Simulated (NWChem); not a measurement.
# PbHF, singlet; SMILES [PbH][F]

All runs: NWChem. Low-valent species are run as closed-shell singlets; no triplet was tried in these runs. Geometry: optimised at PBE0-D3(BJ)/def2-TZVP. def2 effective core potentials on Pb; no spin-orbit coupling. LC-ωPBE (HJS hole) with def2-SVP; x = 1 − exp(−ω/0.25 bohr⁻¹) is a scale chosen for this fit.

```
row           x  −ε(HOMO) (eV)
--------  -----  -------------
ω = 0.05  0.181           6.55
ω = 0.10  0.330           7.23
ω = 0.20  0.551           8.27
ω = 0.25  0.632       withheld
ω = 0.35  0.753           9.23
```

Q: Fit a straight line of the last column on the one before it, predict the withheld value, and compare with the run.

A: 
1. Means of the 4 shown rows: x = 0.4537, y = 7.820. Slope Σ(x − x̄)(y − ȳ)/Σ(x − x̄)² = 0.8851/0.1887 = 4.690; intercept 5.692.
2. The shown rows scatter about the line by 0.008 (root mean square); the largest residual is -0.01, at ω = 0.10.
3. At x = 0.632 (ω = 0.25; inside the shown range) the line gives 8.66.
4. The run gives 8.65, -0.01 from the line.
